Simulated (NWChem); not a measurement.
System: C2HCl2, doublet; SMILES C(=[CH])(Cl)Cl

The following NWChem deck was run.

```
start job
memory heap 200 mb stack 900 mb global 1100 mb
geometry units angstroms noautoz
  C     -1.785512    -0.035261     0.000000
  C     -0.475165    -0.031566     0.000000
  Cl     0.464578    -1.477966     0.000000
  Cl     0.452115     1.438854     0.000000
  H     -2.624277     0.654061     0.000000
end
basis spherical
  * library def2-svp
end
dft
  odft
  mult 2
  xc xpbe96 cpbe96
  iterations 150
  mulliken
end
task dft energy
```

Excerpt of the output:

```
             Northwest Computational Chemistry Package (NWChem) 7.3.0
             --------------------------------------------------------

 CS  symmetry detected

                             Geometry "geometry" -> ""
                             -------------------------

 Output coordinates in angstroms (scale by  1.889725989 to convert to a.u.)

  No.       Tag          Charge          X              Y              Z
 ---- ---------------- ---------- -------------- -------------- --------------
    1 C                    6.0000    -1.77278533     0.01480097     0.00000000
    2 C                    6.0000    -0.46270783    -0.01202891     0.00000000
    3 Cl                  17.0000     0.44308701    -1.47992726     0.00000000
    4 Cl                  17.0000     0.49857325     1.43639157     0.00000000
    5 H                    1.0000    -2.59526532     0.72347453     0.00000000

 Effective nuclear repulsion energy (a.u.)     179.2113712585

      Symmetry information
      --------------------

 Group name             Cs
 Group number              2
 Group order               2
 No. of unique centers     5

  pbe96 is a nonlocal functional; adding pw91lda local functional.

                                 NWChem DFT Module
                                 -----------------

 Summary of "ao basis" -> "ao basis" (spherical)
 ------------------------------------------------------------------------------
       Tag                 Description            Shells   Functions and Types
 ---------------- ------------------------------  ------  ---------------------
 C                          def2-svp                 6       14   3s2p1d
 Cl                         def2-svp                 8       18   4s3p1d
 H                          def2-svp                 3        5   2s1p

      Symmetry analysis of basis
      --------------------------

        a'         50
        a"         19

            General Information
            -------------------
          SCF calculation type: DFT
          Wavefunction type:  spin polarized.
          No. of atoms     :     5
          No. of electrons :    47
           Alpha electrons :    24
            Beta electrons :    23
          Charge           :     0
          Spin multiplicity:     2
          Use of symmetry is: on ; symmetry adaption is: on
          Maximum number of iterations: 150
          AO basis - number of functions:    69
                     number of shells:    31
          Convergence on energy requested:  1.00D-06
          Convergence on density requested:  1.00D-05
          Convergence on gradient requested:  5.00D-04

              XC Information
              --------------
          PerdewBurkeErnzerhof Exchange Functional  1.000
            Perdew 1991 LDA Correlation Functional  1.000 local
           PerdewBurkeErnz. Correlation Functional  1.000 non-local

             Grid Information
             ----------------
          Grid used for XC integration:  medium
          Radial quadrature: Mura-Knowles
          Angular quadrature: Lebedev.
          Tag              B.-S. Rad. Rad. Pts. Rad. Cut. Ang. Pts.
          ---              ---------- --------- --------- ---------
          C                   0.70       49           8.0       434
          Cl                  1.00       88          10.0       590
          H                   0.35       45          10.0       434
          Grid pruning is: on
          Number of quadrature shells:   319
          Spatial weights used:  Erf1

      Superposition of Atomic Density Guess
      -------------------------------------

 Sum of atomic energies:        -994.39593847

      Non-variational initial energy
      ------------------------------

 Total energy =    -995.708015
 1-e energy   =   -1728.172134
 2-e energy   =     553.252748
 HOMO         =      -0.195342
 LUMO         =       0.064839

   Symmetry analysis of molecular orbitals - initial alpha
   -------------------------------------------------------

  Numbering of irreducible representations:

     1 a'          2 a"

  Orbital symmetries:

     1 a'          2 a'          3 a'          4 a'          5 a'
     6 a'          7 a'          8 a'          9 a'         10 a"
    11 a'         12 a"         13 a'         14 a'         15 a'
    16 a'         17 a'         18 a'         19 a"         20 a'
    21 a"         22 a'         23 a"         24 a'         25 a"
    26 a'         27 a'         28 a'         29 a'         30 a'
    31 a'         32 a'         33 a'         34 a"

   Symmetry analysis of molecular orbitals - initial beta
   ------------------------------------------------------

  Numbering of irreducible representations:

     1 a'          2 a"

  Orbital symmetries:

     1 a'          2 a'          3 a'          4 a'          5 a'
     6 a'          7 a'          8 a'          9 a'         10 a"
    11 a'         12 a"         13 a'         14 a'         15 a'
    16 a'         17 a'         18 a'         19 a"         20 a'
    21 a"         22 a'         23 a"         24 a'         25 a"
    26 a'         27 a'         28 a'         29 a'         30 a'
    31 a'         32 a'         33 a'         34 a"

     ---------------------------------------------
      Total Density - Mulliken Population Analysis
     ---------------------------------------------

    Atom       Charge   Shell Charges
 -----------   ------   -------------------------------------------------------
    1 C    6     6.21   1.99  1.00  0.39  1.83  0.97  0.02
    2 C    6     5.59   1.99  0.91  0.19  1.56  0.87  0.06
    3 Cl  17    17.17   2.00  1.99  1.22  0.71  5.94  2.11  3.17  0.02
    4 Cl  17    17.16   2.00  1.99  1.22  0.71  5.94  2.10  3.17  0.02
    5 H    1     0.87   0.63  0.21  0.03

     --------------------------------------------
      Spin Density - Mulliken Population Analysis
     --------------------------------------------

    Atom       Charge   Shell Charges
 -----------   ------   -------------------------------------------------------
    1 C    6     0.76   0.00  0.03  0.04  0.41  0.28  0.00
    2 C    6     0.06   0.00  0.01 -0.00  0.02  0.02  0.01
    3 Cl  17     0.04   0.00  0.00  0.00 -0.00  0.00  0.02  0.02  0.00
    4 Cl  17     0.12   0.00  0.00  0.00 -0.00  0.00  0.05  0.06  0.00
    5 H    1     0.03   0.02  0.00  0.00

   convergence    iter        energy       DeltaE   RMS-Dens  Diis-err
 ---------------- ----- ----------------- --------- --------- ---------
 d= 0,ls=0.0,diis     1   -996.1845948113 -1.18D+03  1.09D-02  1.98D-01
                                                     1.11D-02  2.02D-01
 d= 0,ls=0.0,diis     2   -995.9598272700  2.25D-01  9.09D-03  6.66D-01
                                                     8.97D-03  6.33D-01
 d= 0,ls=0.0,diis     3   -996.2598960817 -3.00D-01  3.26D-03  2.79D-02
                                                     3.03D-03  2.81D-02
 d= 0,ls=0.0,diis     4   -996.2643639688 -4.47D-03  2.03D-03  1.85D-02
                                                     1.72D-03  1.42D-02
 d= 0,ls=0.0,diis     5   -996.2752269003 -1.09D-02  3.03D-04  4.32D-04
                                                     3.36D-04  4.66D-04
  Resetting Diis
 d= 0,ls=0.0,diis     6   -996.2754795690 -2.53D-04  9.74D-05  1.43D-05
                                                     8.95D-05  1.30D-05
 d= 0,ls=0.0,diis     7   -996.2754920337 -1.25D-05  6.33D-05  2.72D-06
                                                     7.42D-05  2.93D-06
 d= 0,ls=0.0,diis     8   -996.2754928808 -8.47D-07  4.34D-05  5.82D-06
                                                     3.85D-05  4.58D-06
 d= 0,ls=0.0,diis     9   -996.2754960294 -3.15D-06  6.81D-06  2.30D-07
                                                     2.00D-05  8.89D-07
 d= 0,ls=0.0,diis    10   -996.2754963594 -3.30D-07  1.98D-05  6.37D-07
                                                     9.68D-06  2.02D-07
 d= 0,ls=0.0,diis    11   -996.2754967546 -3.95D-07  4.91D-06  4.03D-08
                                                     6.04D-06  5.19D-08

         Total DFT energy =     -996.275496754584
      One electron energy =    -1729.293636008366
           Coulomb energy =      620.960257423150
    Exchange-Corr. energy =      -67.153489427841
 Nuclear repulsion energy =      179.211371258474

 Numeric. integr. density =       47.000002968247

                  Occupations of the irreducible representations
                  ----------------------------------------------

                     irrep           alpha         beta
                     --------     --------     --------
                     a'               19.0         18.0
                     a"                5.0          5.0

                    DFT Final Alpha Molecular Orbital Analysis
                    ------------------------------------------

 Vector   22  Occ=1.000000D+00  E=-2.836758D-01  Symmetry=a'
              MO Center=  1.9D-01, -3.2D-01, -4.7D-15, r^2= 3.4D+00
   Bfn.  Coefficient  Atom+Function         Bfn.  Coefficient  Atom+Function
  ----- ------------  ---------------      ----- ------------  ---------------
    40      0.365518  3 Cl py                58      0.356123  4 Cl py
    39      0.325294  3 Cl px                37      0.281887  3 Cl py
    55      0.277258  4 Cl py                36      0.248766  3 Cl px
    57     -0.176718  4 Cl px                34      0.161180  3 Cl py
    52      0.157716  4 Cl py                 5      0.154652  1 C  py

 Vector   23  Occ=1.000000D+00  E=-2.382411D-01  Symmetry=a"
              MO Center= -6.7D-01, -2.4D-02,  4.7D-16, r^2= 3.0D+00
   Bfn.  Coefficient  Atom+Function         Bfn.  Coefficient  Atom+Function
  ----- ------------  ---------------      ----- ------------  ---------------
     6      0.425002  1 C  pz                41     -0.335608  3 Cl pz
    59     -0.323452  4 Cl pz                 9      0.286668  1 C  pz
    20      0.271737  2 C  pz                38     -0.235974  3 Cl pz
    56     -0.227371  4 Cl pz                35     -0.135863  3 Cl pz
    23      0.132124  2 C  pz                53     -0.130897  4 Cl pz

 Vector   24  Occ=1.000000D+00  E=-2.318646D-01  Symmetry=a'
              MO Center= -1.2D+00, -1.4D-02,  3.7D-14, r^2= 2.8D+00
   Bfn.  Coefficient  Atom+Function         Bfn.  Coefficient  Atom+Function
  ----- ------------  ---------------      ----- ------------  ---------------
     5      0.506870  1 C  py                 8      0.321438  1 C  py
    57      0.320452  4 Cl px                39     -0.228174  3 Cl px
    54      0.228581  4 Cl px                 3     -0.219230  1 C  s
     4      0.184302  1 C  px                36     -0.165462  3 Cl px
     2     -0.150434  1 C  s                  7      0.148885  1 C  px

 Vector   25  Occ=0.000000D+00  E=-4.905943D-02  Symmetry=a"
              MO Center= -9.5D-01, -2.9D-04, -3.1D-14, r^2= 2.4D+00
   Bfn.  Coefficient  Atom+Function         Bfn.  Coefficient  Atom+Function
  ----- ------------  ---------------      ----- ------------  ---------------
    23     -0.609605  2 C  pz                 9      0.584024  1 C  pz
    20     -0.508320  2 C  pz                 6      0.427504  1 C  pz
    41      0.254366  3 Cl pz                59      0.247155  4 Cl pz
    38      0.124055  3 Cl pz                56      0.120902  4 Cl pz
    35      0.071587  3 Cl pz                53      0.069719  4 Cl pz

 Vector   26  Occ=0.000000D+00  E=-1.694404D-02  Symmetry=a'
              MO Center=  2.1D-01, -8.8D-02, -4.9D-14, r^2= 2.8D+00
   Bfn.  Coefficient  Atom+Function         Bfn.  Coefficient  Atom+Function
  ----- ------------  ---------------      ----- ------------  ---------------
    17      1.070982  2 C  s                 40     -0.655343  3 Cl py
    58      0.600966  4 Cl py                16      0.567481  2 C  s
    32     -0.499725  3 Cl s                 50     -0.451549  4 Cl s
    21      0.443557  2 C  px                18      0.363720  2 C  px
    39      0.268803  3 Cl px                37     -0.240574  3 Cl py

 Vector   27  Occ=0.000000D+00  E= 2.897423D-02  Symmetry=a'
              MO Center= -1.3D+00,  4.1D-01, -1.8D-14, r^2= 4.2D+00
   Bfn.  Coefficient  Atom+Function         Bfn.  Coefficient  Atom+Function
  ----- ------------  ---------------      ----- ------------  ---------------
    66      1.195640  5 H  s                  3     -1.026492  1 C  s
    22     -0.702451  2 C  py                19     -0.492046  2 C  py
    50      0.448877  4 Cl s                 58     -0.409961  4 Cl py
     7      0.365078  1 C  px                39      0.339284  3 Cl px
    57     -0.340259  4 Cl px                32     -0.326870  3 Cl s

                     DFT Final Beta Molecular Orbital Analysis
                     -----------------------------------------

 Vector   21  Occ=1.000000D+00  E=-2.914505D-01  Symmetry=a"
              MO Center=  4.6D-01,  9.1D-03, -2.9D-16, r^2= 3.2D+00
   Bfn.  Coefficient  Atom+Function         Bfn.  Coefficient  Atom+Function
  ----- ------------  ---------------      ----- ------------  ---------------
    59     -0.470129  4 Cl pz                41      0.459895  3 Cl pz
    56     -0.354342  4 Cl pz                38      0.347795  3 Cl pz
    53     -0.205114  4 Cl pz                35      0.201138  3 Cl pz

 Vector   22  Occ=1.000000D+00  E=-2.786082D-01  Symmetry=a'
              MO Center=  3.8D-01, -1.7D-01, -4.5D-16, r^2= 3.3D+00
   Bfn.  Coefficient  Atom+Function         Bfn.  Coefficient  Atom+Function
  ----- ------------  ---------------      ----- ------------  ---------------
    58      0.355426  4 Cl py                40      0.351113  3 Cl py
    39      0.340697  3 Cl px                55      0.273392  4 Cl py
    37      0.269311  3 Cl py                57     -0.265095  4 Cl px
    36      0.261270  3 Cl px                54     -0.202377  4 Cl px
    52      0.155968  4 Cl py                34      0.153899  3 Cl py

 Vector   23  Occ=1.000000D+00  E=-2.276575D-01  Symmetry=a"
              MO Center= -5.7D-01, -1.3D-02, -2.3D-16, r^2= 3.0D+00
   Bfn.  Coefficient  Atom+Function         Bfn.  Coefficient  Atom+Function
  ----- ------------  ---------------      ----- ------------  ---------------
     6      0.383567  1 C  pz                41     -0.345675  3 Cl pz
    59     -0.338216  4 Cl pz                20      0.322879  2 C  pz
     9      0.250850  1 C  pz                38     -0.237379  3 Cl pz
    56     -0.232573  4 Cl pz                23      0.180445  2 C  pz
    35     -0.136744  3 Cl pz                53     -0.133959  4 Cl pz

 Vector   24  Occ=0.000000D+00  E=-1.492163D-01  Symmetry=a'
              MO Center= -1.4D+00, -8.7D-02, -2.3D-16, r^2= 2.4D+00
   Bfn.  Coefficient  Atom+Function         Bfn.  Coefficient  Atom+Function
  ----- ------------  ---------------      ----- ------------  ---------------
     5      0.468577  1 C  py                 8      0.315088  1 C  py
    57      0.286944  4 Cl px                 7      0.229885  1 C  px
    39     -0.221678  3 Cl px                 3     -0.210745  1 C  s
    22      0.211383  2 C  py                 4      0.175931  1 C  px
    54      0.175945  4 Cl px                58      0.154612  4 Cl py

 Vector   25  Occ=0.000000D+00  E=-3.746351D-02  Symmetry=a"
              MO Center= -1.1D+00,  8.7D-03, -2.2D-15, r^2= 2.3D+00
   Bfn.  Coefficient  Atom+Function         Bfn.  Coefficient  Atom+Function
  ----- ------------  ---------------      ----- ------------  ---------------
     9      0.618495  1 C  pz                23     -0.586345  2 C  pz
    20     -0.480063  2 C  pz                 6      0.453386  1 C  pz
    41      0.233430  3 Cl pz                59      0.226930  4 Cl pz
    38      0.111558  3 Cl pz                56      0.108072  4 Cl pz
    35      0.064380  3 Cl pz                43     -0.062636  3 Cl d -1

[...]
```

Level: PBE/def2-SVP, spin-unrestricted. In the optimisation the excess spin sits in a' (Cs, its own frame). Geometry: optimised at PBE0/def2-SVP, spin-unrestricted. No stability test was run on the SCF state.
